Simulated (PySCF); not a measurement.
Vertical excitations of a molecule C2H8BNO from TDDFT-PBE/def2-SVPD in PySCF 2.14.0, as energy in eV (oscillator strength): 5.20 (0.007), 6.03 (0.009), 6.57 (0.196), 6.65 (0.009), 6.90 (0.000), 7.25 (0.000), 7.41 (0.008), 7.79 (0.000), 7.96 (0.007), 8.01 (0.008). Lowest triplet (TDA): 5.12 eV. Coordinates come from a TPSSh-D3(BJ)/def2-SVP optimisation. One conformer was computed; it need not be the lowest.

Problem. Which molecule gave these data?
A. CN(C)BO
B. CNB(C)O
C. CNBOC
D. CCOBN

Solution. A, CN(C)BO
